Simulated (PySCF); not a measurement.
Zn(I)(SeH) (HISeZn), SMILES [Zn]([I])[SeH]. Heavy atoms are numbered as in [Zn:1]([I:2])[SeH:3]. Hydrogens are named by the atom that carries them.

Geometry: r2SCAN-D4/def2-SVP. The structure was generated by enumeration; whether it is a known compound was not checked. The def2 effective core potentials stand for the cores of I; spin–orbit coupling is left out. Other conformers were not sampled.

The numbers are results of PySCF with M06-2X/def2-TZVPD, not measurements.

Mulliken values depend strongly on the basis, most of all with diffuse functions as here. ESP charges are fitted to the potential on shells at 1.4 to 2.0 van der Waals radii. Atomic charges (e), one atom of each kind:

```csv
atom,ESP fit,Mulliken
Zn1,(withheld),0.45
I2,(withheld),-0.22
Se3 (SeH),(withheld),-0.39
H on Se3,(withheld),0.16
```

Q: Some entries are withheld; supply them. (Estimate from the structure and the level; the computed values follow.)

A: 
- Zn1, ESP fit: 0.50
- I2, ESP fit: -0.28
- Se3 (SeH), ESP fit: -0.32
- H on Se3, ESP fit: 0.10
